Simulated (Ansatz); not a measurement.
Caution, from a PySCF single point (PBE0-D3(BJ)/def2-TZVPD) at this geometry: the highest occupied level lies above zero, so the state may not be bound. This triplet is an excited state, 1.84 eV above the relaxed singlet at the level frozen-core CCSD(T)/aug-cc-pVDZ // PBE0-D3(BJ)/def2-TZVPD (Ansatz, an electronic-structure program).

A geometry relaxed with PBE0-D3(BJ)/def2-TZVPD in Ansatz, charge -1, multiplicity 3:

```xyz
5

Al    -0.2358     0.9294     0.1290
N      1.4155     0.0546     0.0375
H     -2.0179    -0.3845    -0.4950
O     -1.6263    -0.1337     0.3415
C      2.4645    -0.4658    -0.0130
```

### Question
Write the SMILES of this molecule.

### Answer
`[C-]#[N+][Al-][OH]`
